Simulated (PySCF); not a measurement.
**Exercise with solution: oscillator strength and radiative lifetime**

H5O4Si, SMILES O[Si](O)(O)[OH2+], charge +1.

Geometry: PBE0-D3(BJ)/def2-SVP. The isomer is the one that the SMILES or the coordinates give; other isomers of the formula were not compared. The values are those of a single conformer.

TDDFT-PBE/def2-SVPD run with PySCF 2.14.0 puts the first singlet state with f over 0.02 at 7.34 eV (vertical), with the transition dipole (0.188, -0.195, -0.200) in atomic units.

Task: Find the oscillator strength, the wavelength and the radiative lifetime that this transition would have in vacuum if emission retraced absorption.

Result: 
|μ|² = 0.1134 au, so |μ| = 0.86 D. ΔE = 7.34/27.211 = 0.2697 hartree. f = (2/3) ΔE |μ|² = 0.020 (the program prints 0.020).
λ = 1239.84/7.34 = 169 nm; ν = 59201 cm⁻¹.
Einstein's coefficient A = 0.6670 ν² f s⁻¹ (ν in cm⁻¹) = 4.8e7 s⁻¹, so τ = 1/A = 21 ns. This state is S3; the lower singlets have f = 0.005, 0.017. The figure is the radiative limit of this one transition; relaxation, internal conversion, crossing to triplets and a medium change what is measured.
